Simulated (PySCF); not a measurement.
**Cd: excitation energy**

Cd [Kr] 4d10 5s2 (1S) → Cd [Kr] 4d10 5s1 5d1 (3D), as a difference of total energies. Calculation: PySCF 2.14, in x2c-QZVPPall with one added diffuse shell each of s, p, d, f, g type (14s9p8d5f3g, 143 functions); scalar relativity by spin-free X2C-1e. Correlated levels: valence: [Kr] frozen; valence and next inner shell: [Ar] 3d10 frozen. The calculations carry no spin-orbit coupling.

```tsv
method	excitation energy (eV)	error (eV)
UHF	6.062	-1.316
LDA	7.612	+0.234
PBE	7.160	-0.218
PBE0	7.002	-0.376
r2SCAN	7.183	-0.195
MP2 (valence)	7.540	+0.162
SCS-MP2 (valence)	7.564	+0.186
MP2 (valence and next inner shell)	7.640	+0.262
SCS-MP2 (valence and next inner shell)	7.632	+0.254
```

Reference: 7.378 eV (measured; NIST levels, between the centres of gravity of the two terms).

The promoted electron is Rydberg-like, and one or two diffuse shells describe it only roughly, which tends to raise the upper state.
